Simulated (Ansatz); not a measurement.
CHBrF2 (SMILES FC(F)Br) moved off its minimum; all values from Ansatz (a first-principles code), cores frozen in correlated methods.
(charge 0, multiplicity 1)
```xyz
5

F     -1.44287     1.12194    -0.31437
C     -0.84481     0.05155     0.18052
F     -1.56769    -1.16947    -0.33704
Br     1.01280     0.02509    -0.07018
H     -1.14369     0.00914     1.39705
```

Forces at HF/def2-TZVPP (eV/Å):

```csv
atom,Fx,Fy,Fz
F1,0.778,-1.262,-0.267
C2,-4.853,-2.637,3.731
F3,2.784,4.089,1.062
Br4,-0.038,-0.221,-0.437
H5,1.330,0.032,-4.088
```

Question: Give the forces (eV/Å), the total energy and the dipole at CCSD(T)/aug-cc-pVTZ.

Answer: 
```tsv
atom	Fx	Fy	Fz
F1	0.137	-0.061	-0.698
C2	-3.633	-2.603	3.813
F3	2.063	2.872	0.662
Br4	0.296	-0.209	-0.415
H5	1.137	0.002	-3.362
```
Energy -2810.7413 hartree, dipole 1.80 D.
